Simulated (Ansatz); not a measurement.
AlBrHO, SMILES `[OH][Al][Br]` radical, 4 atoms. Charge 0, multiplicity 2. Correlated methods include outer-core shells of Br, which these sets cover unevenly. Scalar relativity is left out up to krypton. All runs use 2 threads of a server CPU on a shared host. Correlated methods freeze the cores. Open-shell runs search over several starts.

Question: How many basis functions does each run have, and how long does it take in Ansatz? UHF-CCSD(T)/def2-SVP energy; UKS PBE0-D4/def2-QZVPP energy; UKS PBE0-D4/def2-TZVP frequencies; UKS r2SCAN-D4/def2-TZVPP energy and forces; direct RPA on PBE orbitals/def2-TZVPP energy; UKS ωB97M-V/def2-QZVPP energy; UKS ωB97X-V/def2-TZVPP energy; UKS ωB97M-V/def2-SVP energy; UKS CAM-B3LYP-D4/def2-TZVPP energy; UKS PBE0-D4/def2-SVP energy; UKS PBE0-D4/def2-TZVP relaxation (7 steps); UHF-CCSD(T)/def2-TZVPP energy. (Best estimate.)

Answer: Ansatz gave: Other jobs shared the machine, so times are rough.

```
                                level                   job  functions  wall time  peak host memory (GiB)
                 UKS PBE0-D4/def2-SVP                energy         69      1.6 s                    0.17
          UKS CAM-B3LYP-D4/def2-TZVPP                energy        135      3.5 s                    0.38
                 UHF-CCSD(T)/def2-SVP                energy         69      3.9 s                    0.26
direct RPA on PBE orbitals/def2-TZVPP                energy        135        4 s                    0.28
             UKS r2SCAN-D4/def2-TZVPP     energy and forces        135        6 s                    0.21
                 UKS ωB97M-V/def2-SVP                energy         69        7 s                     0.3
               UKS PBE0-D4/def2-QZVPP                energy        246      8.5 s                    0.76
               UKS ωB97X-V/def2-TZVPP                energy        135        9 s                    0.46
               UKS ωB97M-V/def2-QZVPP                energy        246       20 s                    0.99
                UKS PBE0-D4/def2-TZVP  relaxation (7 steps)        122       27 s                     0.3
                UKS PBE0-D4/def2-TZVP           frequencies        122       57 s                     0.3
               UHF-CCSD(T)/def2-TZVPP                energy        135       61 s                     1.6
```
